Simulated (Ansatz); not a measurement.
Frontier orbitals of `N[SiH](F)S`.

Total charge 0; spin multiplicity 1. The geometry is a stationary point of PBE0-D4/def2-TZVP. It is one conformer, not always the lowest. Basis def2-TZVPP, Ansatz 0.2.0.

| functional | HOMO (eV) | LUMO (eV) |
| --- | --- | --- |
| r2SCANh | -7.17 | 0.19 |

Q: Give HOMO and LUMO (eV) with LDA (SPW92), PBE, revPBE, BLYP, r2SCAN, B97M-V, PBE0, B3LYP, r2SCAN0, HSE06 (plane-wave form), BHLYP, CAM-B3LYP, LC-ωPBE, ωB97X-V, ωB97M-V, HF. (Estimate.)

A: Computed: 
```csv
functional,HOMO,LUMO
LDA (SPW92),-6.53,-0.67
PBE,-6.41,-0.52
revPBE,-6.36,-0.45
BLYP,-6.24,-0.46
r2SCAN,-6.71,-0.14
B97M-V,-6.81,-0.32
PBE0,-7.67,0.40
B3LYP,-7.41,0.11
r2SCAN0,-7.87,0.67
HSE06 (plane-wave form),-7.27,0.02
BHLYP,-8.77,1.20
CAM-B3LYP,-9.00,1.35
LC-ωPBE,-10.44,2.63
ωB97X-V,-10.06,2.44
ωB97M-V,-9.88,2.07
HF,-10.53,3.30
```

B3LYP here is the variant with VWN-RPA as its local correlation; programs differ in this. LC-ωPBE has ω = 0.4 bohr⁻¹. Positive LUMOs are unbound and depend on the basis.
